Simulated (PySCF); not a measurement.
**Spin states of KF**

Unrestricted PBE0; basis K x2c-TZVPall, F x2c-TZVPall; spin-free X2C with a Gaussian nucleus; PySCF 2.14. Outer shells of the fragments: K 4s1; F 2s2 2p5.

Followed along the bond (rough minima from three points):

| 2Ms+1 | unpaired | ⟨S²⟩ at the start | R at minimum (Å) | Te (eV) |
| --- | --- | --- | --- | --- |
| 1 | none | 0.00 | 2.19 | 0.00 |
| 3 | σ ↑, π ↑ | 2.00 | none in the scan | ≤ 4.79 |

Solutions found at the starting distance of 2.560 Å, counted from the lowest of them; the search is not exhaustive and high or unbound solutions are not listed, so other states can lie among these:

```json
{"2Ms+1": "1", "unpaired": "none", "term": "¹Σ⁺", "E (eV)": "0.00", "⟨S²⟩": "0.00", "⟨Lz²⟩": "0.00", "μ (D)": "-10.36"}
{"2Ms+1": "3", "unpaired": "σ ↑, π ↑", "term": "³Π", "E (eV)": "4.50", "⟨S²⟩": "2.00", "⟨Lz²⟩": "1.00", "μ (D)": "1.56"}
{"2Ms+1": "1", "unpaired": "σ ↓, π ↑", "term": "mixed", "E (eV)": "4.52", "⟨S²⟩": "1.00", "⟨Lz²⟩": "1.00", "μ (D)": "1.72"}
{"2Ms+1": "3", "unpaired": "σ ↑↑", "term": "³Σ⁺", "E (eV)": "4.61", "⟨S²⟩": "2.00", "⟨Lz²⟩": "0.00", "μ (D)": "1.71"}
{"2Ms+1": "3", "unpaired": "π ↑↑", "term": "mixed", "E (eV)": "5.98", "⟨S²⟩": "2.00", "⟨Lz²⟩": "2.00", "μ (D)": "0.26"}
{"2Ms+1": "3", "unpaired": "π ↑↑", "term": "mixed", "E (eV)": "6.03", "⟨S²⟩": "2.00", "⟨Lz²⟩": "2.00", "μ (D)": "0.67"}
{"2Ms+1": "3", "unpaired": "σ ↑, π ↑", "term": "³Π", "E (eV)": "6.15", "⟨S²⟩": "2.00", "⟨Lz²⟩": "1.00", "μ (D)": "0.72"}
```

A term symbol is given only where ⟨S²⟩ and ⟨Lz²⟩ are close to those of a pure state; real π, δ and φ orbitals otherwise mix terms. A positive dipole means K(−)F(+).

Counting both spins, an empty level lies below a filled one in some of these solutions, because spin and occupation are held.
